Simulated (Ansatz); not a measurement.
C2H7FGeO (`[CH3][Ge]([CH3])([OH])[F]`) at its PBE0-D4/def2-TZVP geometry, where that method's forces vanish. Total charge 0; spin multiplicity 1.

```xyz
12

C     1.5520    0.1791    0.7016
Ge   -0.0607    0.2361   -0.3682
C    -1.3735   -1.1566   -0.1452
O    -0.9289    1.7684   -0.1820
F     0.4928    0.1921   -2.0280
H     2.0807   -0.7600    0.5327
H     1.3064    0.2643    1.7610
H     2.2101    1.0031    0.4228
H    -0.9292   -2.1317   -0.3466
H    -2.1945   -0.9868   -0.8419
H    -1.7651   -1.1458    0.8727
H    -0.3902    2.5378   -0.3789
```

Q: What forces (eV/Å) does PBE-D4/def2-TZVPP give on these atoms in Ansatz? (Best estimate.)

A: Computed: 
```
C1   0.072 -0.014  0.055
Ge2  0.080 -0.256  0.341
C3  -0.067 -0.042  0.019
O4  -0.607  0.141  0.170
F5   0.214 -0.036 -0.638
H6   0.102 -0.179 -0.029
H7  -0.044  0.015  0.200
H8   0.120  0.155 -0.054
H9   0.088 -0.177 -0.038
H10 -0.155  0.029 -0.130
H11 -0.075 -0.002  0.191
H12  0.273  0.366 -0.089
```
